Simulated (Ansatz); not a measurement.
Reaction (redistribution): `FB(Cl)O[SiH3]` + `[NH2][Al]([SH])[Cl]` → `[SiH3]OB(Cl)Cl` + `[NH2][Al]([F])[SH]`

Gas-phase electronic energies from Ansatz, PBE0-D4/def2-TZVP geometries. CCSD(T)/CBS adds triple-zeta CCSD(T) − MP2 to the extrapolated MP2 energy (def2 sets, frozen cores). This one scheme is used for every species. Functionals use def2-TZVPP. HSE06 is defined as in plane-wave codes. One conformer a species, not always the lowest.

`FB(Cl)O[SiH3]`:

Cartesian coordinates in Å:
```
F 0.541 -1.984 0.575
B 0.996 -1.102 -0.303
Cl 2.372 -1.564 -1.288
O 0.435 0.101 -0.443
Si -0.823 0.949 0.231
H -0.254 2.163 0.856
H -1.745 1.315 -0.869
H -1.523 0.121 1.242
```

`[NH2][Al]([SH])[Cl]`:

Z-matrix (Å, degrees):
```
N
Al 1 1.754
H 1 1.006 2 125.8
H 1 1.007 2 123.5 3 -180.0
S 2 2.173 1 123.5 3 -0.0
Cl 2 2.090 1 119.0 3 180.0
H 5 1.345 2 92.8 1 -0.1
```

`[SiH3]OB(Cl)Cl`:

Z-matrix (Å, degrees):
```
Si
O 1 1.668
H 1 1.481 2 109.4
H 1 1.481 2 109.4 3 -121.4
H 1 1.479 2 105.7 3 119.3
B 2 1.332 1 133.0 3 60.6
Cl 6 1.750 2 120.0 1 -180.0
Cl 6 1.764 2 121.1 1 0.0
```

`[NH2][Al]([F])[SH]`:

Cartesian coordinates in Å:
```
N -0.665 0.295 1.270
Al -0.117 -0.123 -0.340
F -1.211 -0.637 -1.459
S 1.975 0.016 -0.909
H -1.623 0.247 1.576
H -0.069 0.616 2.015
H 1.710 -0.415 -2.154
```

| level | ΔE (kJ/mol) | difference from CCSD(T)/CBS |
| --- | --- | --- |
| r2SCAN-D4 | 35.8 | 3.6 |
| r2SCANh-D4 | 37.3 | 5.1 |
| HSE06-D4 | 37.0 | 4.8 |
| CAM-B3LYP-D4 | 37.5 | 5.3 |
| ωB97X-V | 36.1 | 3.9 |
| revPBE | 32.9 | 0.7 |
| BLYP | 33.2 | 1.0 |
| r2SCAN | 36.1 | 3.9 |
| HSE06 | 38.1 | 5.9 |
| MP2/def2-SVP | 33.7 | 1.5 |
| CCSD(T)/CBS | 32.2 | 0 |

Largest T1 diagnostic among the species: 0.012.

Leaving LDA and LC-ωPBE aside and taking each functional with its dispersion term where it has one, the values, not all of them listed here, spread over 13.6 kJ/mol, from revPBE-D4 to BHLYP-D4. In def2-TZVPP, CCSD(T) changes the Hartree–Fock value by −20.9 kJ/mol (the triples alone add −2.9 kJ/mol) and MP2 by −25.8 kJ/mol. From PBE to PBE0 (25 % exact exchange), in def2-TZVPP and without D4, ΔE moves by +5.6 kJ/mol.
